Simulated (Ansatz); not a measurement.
Correlation energies of `[TeH][C]1=[CH][AlH]1` by basis set

```xyz
7

Te    0.8095    2.1238   -0.6731
C     0.1600    0.2458   -0.0494
C     0.8233   -0.6961    0.6872
Al   -0.8732   -1.2811    0.2415
H    -0.6095    2.4781   -1.4525
H     1.8275   -0.6690    1.1043
H    -2.1376   -2.2014    0.1421
```

Total charge 0; spin multiplicity 1. Correlated methods include outer-core shells of Te, which these sets cover unevenly. Te: def2 effective core potential. The structure was optimised at the PBE0-D4/def2-TZVP level. Frozen core, restricted reference, the Gaussian-basis code of Ansatz.

| basis | HF (Eh) | MP2 corr. | CCSD corr. | (T) | CCSD(T) total |
| --- | --- | --- | --- | --- | --- |
| def2-SVP | ? | ? | -0.47008 | ? | ? |
| def2-TZVPP | ? | -0.85006 | -0.84613 | -0.03365 | ? |
| def2-QZVPP | -586.35971 | -1.03457 | – | – | – |

Task: Fill in the withheld values. (An estimate is asked.)

Result: The calculation gave: def2-SVP HF (Eh): -586.16331; def2-SVP MP2 corr.: -0.43724; def2-SVP (T): -0.02003; def2-SVP CCSD(T) total: -586.65342; def2-TZVPP HF (Eh): -586.34756; def2-TZVPP CCSD(T) total: -587.22734.
